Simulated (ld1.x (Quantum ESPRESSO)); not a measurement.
PBE TM dataset for B (Z = 5), scalar-relativistic all-electron reference.

The input file (ld1.x (Quantum ESPRESSO) 7.5):

```
&input
   title='B', zed=5., rel=1, dft='PBE', iswitch=3,
   config='[He] 2s1.5 2p0',
   nld=2, rlderiv=3.50, eminld=-4.0, emaxld=5.0, deld=0.02
 /
 &inputp
   pseudotype=2, tm=.true., lloc=-1, rcloc=3.00,
   nlcc=.true., rcore=0.70,
   file_pseudopw='B.UPF', file_wfcaegen='ae.wfc', file_wfcncgen='nc.wfc', file_beta='beta', file_chi='chi'
 /
2
2S  1  0   1.50   0.00  0.90  0.90  0.0
2P  2  1   0.00   0.00  3.20  3.20  0.0
 &test
   configts(1)='2s1.5 2p0'
 /
```

Command:

```bash
ld1.x < B.in > B.out
```

The program printed (shortened: banner, matrices, multipoles, cross overlaps and the repeated all-electron block are left out):

```
Program LD1 v.7.5
     --------------------------- All-electron run ----------------------------

     B
     scalar relativistic calculation

     atomic number is  5.00
     dft =PBE   lsd =0 sic =0 latt =0  beta=0.20 tr2=1.0E-14
     Exchange-correlation= PBE
                           (   1   4   3   4   0   0   0)
     mesh =1059 r(mesh) = 101.04461 a.u. xmin = -7.00 dx = 0.01250
     1 Ry =  13.60569312 eV, c = 137.03599908

     n l     nl                  e(Ry)          e(Ha)          e(eV)
     1 0     1S 1( 2.00)       -14.8493        -7.4247      -202.0354
     2 0     2S 1( 1.50)        -1.8659        -0.9329       -25.3865
     2 1     2P 1( 0.00)        -1.4154        -0.7077       -19.2577

     final scf error:  1.7E-15 reached in  26 iterations

     Etot =     -47.778436 Ry,     -23.889218 Ha,    -650.058732 eV

     Ekin =      47.668699 Ry,      23.834349 Ha,     648.565685 eV
     Encl =    -105.847782 Ry,     -52.923891 Ha,   -1440.132445 eV
     Eh   =      17.148517 Ry,       8.574258 Ha,     233.317455 eV
     Exc  =      -6.747868 Ry,      -3.373934 Ha,     -91.809428 eV

     normalization and overlap integrals

     s(1S/1S) =  1.000000  <r> =   0.3287  <r2> =    0.1467  r(max) =   0.2103
     s(2S/2S) =  1.000000  <r> =   1.7050  <r2> =    3.4250  r(max) =   1.4057
     s(2P/2P) =  1.000000  <r> =   1.7012  <r2> =    3.5468  r(max) =   1.3206

     ------------------------ End of All-electron run ------------------------

     --------------------- Generating NC pseudopotential ---------------------

      Generating local potential from pseudized AE potential:
      Matching radius rcloc =   3.0000

      Local pseudo, rcloc= 2.976 Estimated cut-off energy=     2.54 Ry

      Computing core charge for nlcc:

       r > 0.71 : true rho core
       r < 0.71 : rho core = a sin(br)/r    a=   1.86  b=   3.75

      Integrated core pseudo-charge :   0.47

      Wfc   2S  rcut= 0.896  Using Troullier-Martins method

      Wfc   2P  rcut= 3.208  Using Troullier-Martins method

     ------------------- End of pseudopotential generation -------------------

     Computing logarithmic derivative in   3.47930
     Computing logarithmic derivative in   3.47930
     Computing the partial wave expansion
     R is outside the sphere for l=    0 j= 0.00
     R is outside the sphere for l=    1 j= 0.00

     ---------------------- Testing the pseudopotential ----------------------

     B
     scalar relativistic calculation

     atomic number is  5.00   valence charge is  3.00
     dft =PBE   lsd =0 sic =0 latt =0  beta=0.20 tr2=1.0E-14
     mesh =1059 r(mesh) = 101.04461 xmin = -7.00 dx = 0.01250

     n l     nl             e AE (Ry)        e PS (Ry)    De AE-PS (Ry)
     1 0     2S   1( 1.50)       -1.86587       -1.86586       -0.00001
     2 1     2P   1( 0.00)       -1.41541       -1.41541        0.00000

     eps = 2.4E-17  iter =  4

     Etot =     -47.778436 Ry,     -23.889218 Ha,    -650.058732 eV
     Etotps =    -4.303502 Ry,      -2.151751 Ha,     -58.552130 eV

     Ekin =       1.190133 Ry,       0.595067 Ha,      16.192588 eV
     Encl =      -4.755830 Ry,      -2.377915 Ha,     -64.706369 eV
     Ehrt =       1.189030 Ry,       0.594515 Ha,      16.177580 eV
     Ecxc =      -1.361678 Ry,      -0.680839 Ha,     -18.526566 eV
     (Ecc =      -0.508881 Ry,      -0.254441 Ha,      -6.923680 eV)
     Epseu=      -0.565158 Ry,      -0.282579 Ha,      -7.689363 eV

     ---------------------- End of pseudopotential test ----------------------
```

Generation and configuration tests took about 0.64 s on one core of a shared server CPU.
